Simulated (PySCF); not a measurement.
Job for PySCF: R-HF/3-21G on H2SeZn (SMILES [ZnH][SeH]), a point of a bond scan (R = 3.390 Å).

```python
from pyscf import gto, scf, dft, mp
from pyscf.data.elements import chemcore

mol = gto.M(
    atom='''
    Zn   -0.70919421   -0.50984122   -0.82879930
    H    -1.61369366   -1.16459831   -1.88282235
    Se    0.65395606    0.50525059    0.74073403
    H     0.65638877   -2.30980124    2.62928774
    ''',
    basis='3-21g',
    charge=0, spin=0, verbose=3, max_memory=1800)
mf = scf.RHF(mol)
mf.conv_tol = 1e-8
mf.max_cycle = 100
mf.kernel()
if not mf.converged:
    mf = mf.newton().run(mf.mo_coeff, mf.mo_occ)
```

Program output:

```
converged SCF energy = -4158.40825548805
```

The calculation finished and met its thresholds.

Cost: about 0.29 core-seconds (a rough figure).
